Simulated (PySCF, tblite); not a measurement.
Isomers of C3H10OSSi. Calculated harmonic vibrations of the isolated species, GFN2-xTB (tblite), most abundant isotopes, no scaling. Errors from tens to a few hundred cm⁻¹ against measured bands are possible. Modes of hydrogen on silicon and sulfur can be 10 to 20 % off. One conformer each.

Electronic energies: PBE0/pcSseg-1 single points on the GFN2-xTB geometries (PySCF, gas phase).

```csv
SMILES,"electronic energy, lowest = 0 (kJ/mol)"
CC[Si@@H](O)SC,64.4
CC[Si@@](C)(O)S,0.0
COC[SiH2]SC,287.1
```

**Question.** How do GFN2-xTB zero-point energies change the relative energies?

**Answer.** 
| SMILES | ZPE (kJ/mol) | of it from modes above 1550 cm⁻¹ | electronic (kJ/mol) | with ZPE, lowest = 0 (kJ/mol) | lowest mode (cm⁻¹) | rings |
| --- | --- | --- | --- | --- | --- | --- |
| CC[Si@@](C)(O)S | 327.5 | 181.4 | 0.0 | 0.0 | 43 | 0 |
| CC[Si@@H](O)SC | 330.3 | 180.4 | 64.4 | 67.3 | 47 | 0 |
| COC[SiH2]SC | 322.6 | 169.4 | 287.1 | 282.2 | 22 | 0 |

The zero-point energies span 7.7 kJ/mol, from `COC[SiH2]SC` to `CC[Si@@H](O)SC`. The order is unchanged.

**Question.** And how do the electronic energies of GFN2-xTB itself compare?

**Answer.** `CC[Si@@](C)(O)S` 8.6; `CC[Si@@H](O)SC` 0.0; `COC[SiH2]SC` 158.7 kJ/mol, lowest = 0. Against the energies above, taken from the same isomer `CC[Si@@](C)(O)S`, the largest difference is 137.0 kJ/mol.
